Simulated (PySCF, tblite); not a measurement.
Isomers of [C3H4F3O3S]- (charge -1), one GFN2-xTB conformer each. Single-point energies are computed at PBE0/pcSseg-1 (PySCF, gas phase, no added dispersion term), electronic only.

Question: Rank them by PBE0/pcSseg-1 energy, lowest first (kcal/mol).
A. `[CH3:1][S:2](=[O:3])(=[O:4])[CH-:5][O:6][C:7]([F:8])([F:9])[F:10]` (charge -1) with C1–S2–C5–O6 -55°, S2–C5–O6–C7 -118°
B. `[CH2-:1][S:2](=[O:3])(=[O:4])[CH2:5][O:6][C:7]([F:8])([F:9])[F:10]` (charge -1) with H–C1–S2–O3 -175° and -54°, C1–S2–C5–O6 -51°, S2–C5–O6–C7 -60°
C. `[O:1]=[S:2](=[O:3])([O-:4])[CH2:5][CH2:6][C:7]([F:8])([F:9])[F:10]` (charge -1) with S2–C5–C6–C7 180°

Answer: C (0.0), A (56.9), B (62.9).

GFN2-xTB itself gives, in the same order: 0.0, 50.2, 65.2. Both levels put the same isomer lowest; measured from each level's own lowest isomer, the values differ by up to 6.7 kcal/mol (CS(=O)(=O)[CH-]OC(F)(F)F: 50.2 against 56.9).

Question: What happens when harmonic zero-point energies from GFN2-xTB frequencies are added?

Answer: 
| SMILES | ZPE (kcal/mol) | electronic (kcal/mol) | with ZPE (kcal/mol) |
| --- | --- | --- | --- |
| O=S(=O)([O-])CCC(F)(F)F | 50.3 | 0.0 | 0.0 |
| CS(=O)(=O)[CH-]OC(F)(F)F | 47.8 | 56.9 | 54.5 |
| [CH2-]S(=O)(=O)COC(F)(F)F | 48.0 | 62.9 | 60.6 |

The zero-point energies span 2.5 kcal/mol. The order is unchanged.
